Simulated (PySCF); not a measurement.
## Magnetic susceptibility: SMILES CC(C)([SiH3])C#CCC#N, C₇H₁₁NSi

Geometry (Å), atoms numbered from 1 in this order:
```xyz
20

C    -1.2148   -0.4104   -1.5785
C    -0.8868   -0.3542   -0.0830
C    -0.8597   -1.7730    0.4945
Si   -2.1700    0.7338    0.8519
C     0.4222    0.2426    0.0857
C     1.4953    0.7555    0.2395
C     2.8184    1.3423    0.3993
C     3.7957    0.5320   -0.2910
N     4.5552   -0.1200   -0.8421
H    -2.1976   -0.8522   -1.7330
H    -0.4785   -1.0150   -2.1078
H    -1.2114    0.5869   -2.0139
H    -0.1215   -2.3828   -0.0261
H    -1.8343   -2.2446    0.3837
H    -0.6018   -1.7572    1.5516
H    -3.4915    0.1274    0.6789
H    -2.1424    2.0793    0.2783
H    -1.8031    0.7729    2.2675
H     2.8368    2.3549   -0.0196
H     3.0848    1.3923    1.4613
```

Computed with GIAO B97-2/pcSseg-1 magnetisability, rotational g tensor and spin-rotation constants, non-relativistic, gas phase (PySCF). Geometry: GFN2-xTB.

Problem. How diamagnetic is it, and how anisotropic?

Solution. Isotropic -1568 × 10⁻³⁰ J/T², or -94.4 × 10⁻⁶ cm³/mol; principal values -1663, -1566, -1476 × 10⁻³⁰ J/T², anisotropy 162 × 10⁻³⁰ J/T² (root of half the summed squared differences of the principal values). The susceptibility is in cgs units.

Problem. Split it along the inertial axes a, b, c into diamagnetic and paramagnetic parts about the centre of mass, with the quadrupole moment.

Solution. 
```csv
axis,χ (10⁻⁶ cm³/mol),diamagnetic (10⁻⁶ cm³/mol),paramagnetic (10⁻⁶ cm³/mol),summed x² of all electrons (Å²),quadrupole Θ (D Å)
a,-99.6,-613.8,514.1,440.0,-14.49
b,-94.8,-2087.6,1992.8,92.6,+8.05
c,-88.9,-2259.7,2170.9,52.0,+6.44
```
Anisotropies 2χaa − χbb − χcc = -15.6 and 2χbb − χaa − χcc = -1.1 × 10⁻⁶ cm³/mol. Θ is traceless in Buckingham's convention.

Problem. And the rotational g tensor?

Solution. 
```tsv
axis	rotational constant (GHz)	g	nuclear part	electronic part
a	2.6810	-0.0122	0.6353	-0.6476
b	0.5958	-0.0078	0.5500	-0.5578
c	0.5489	-0.0085	0.5514	-0.5598
```
Asymmetric top; isotopes 12C, 1H, 14N, 28Si; no vibrational averaging.
